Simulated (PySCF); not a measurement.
CH8N2O2Si, SMILES CN[Si](N)(O)O.

Geometry: B3LYP-D3(BJ)/def2-SVP. The structure was generated by enumeration, and PubChem lists no compound with its InChIKey, so it may never have been made. The values are those of a single conformer.

All values below come from PySCF with B3LYP-D3(BJ)/def2-SVP.

Frequencies are harmonic and unscaled.

```csv
mode,ν (cm⁻¹),IR (km/mol),moving atoms (share of kinetic energy)
1,92,3.3,"H 29 %, C 26 %, O 25 %, N 17 %"
2,137,3.9,H 93 %
3,168,80.1,"H 61 %, N 25 %, O 13 %"
4,183,0.9,"O 26 %, H 25 %, C 23 %, N 19 %"
5,222,5.3,"H 69 %, O 19 %"
6,259,51.4,"H 46 %, O 36 %, N 14 %"
7,290,26.9,"H 46 %, N 22 %, O 18 %"
8,331,2.7,"O 37 %, H 36 %, Si 15 %, N 10 %"
9,352,76.6,"O 36 %, H 31 %, N 18 %, Si 15 %"
10,384,51.2,"H 77 %, N 12 %, O 9 %"
11,439,63.0,"N 30 %, H 29 %, Si 18 %, C 12 %, O 10 %"
12,451,147.3,"H 65 %, N 27 %"
13,472,100.2,"H 79 %, N 18 %"
14,709,6.3,"N 42 %, O 35 %, H 15 %"
15,794,3.7,"H 62 %, N 17 %, O 15 %"
16,812,164.9,"H 61 %, O 33 %"
17,830,172.8,"H 65 %, O 23 %"
18,870,146.6,"Si 37 %, N 29 %, H 25 %"
19,937,201.0,"Si 43 %, O 26 %, H 23 %"
20,962,209.2,"Si 41 %, H 33 %, O 16 %, N 8 %"
21,1096,15.3,"H 81 %, C 10 %"
22,1146,1.0,"H 77 %, C 18 %"
23,1163,137.5,"N 42 %, C 34 %, H 22 %"
24,1404,86.2,"H 62 %, N 26 %, C 10 %"
25,1448,10.5,"H 86 %, C 14 %"
26,1474,2.9,H 97 %
27,1498,5.3,H 94 %
28,1542,61.7,"H 89 %, N 11 %"
29,2979,109.3,H 96 %
30,3035,56.9,"H 91 %, C 9 %"
31,3124,9.6,"H 91 %, C 9 %"
32,3568,19.1,H 96 %
33,3608,15.1,H 93 %
34,3659,18.1,"H 91 %, N 9 %"
35,3876,81.9,H 94 %
36,3881,66.3,H 94 %
```
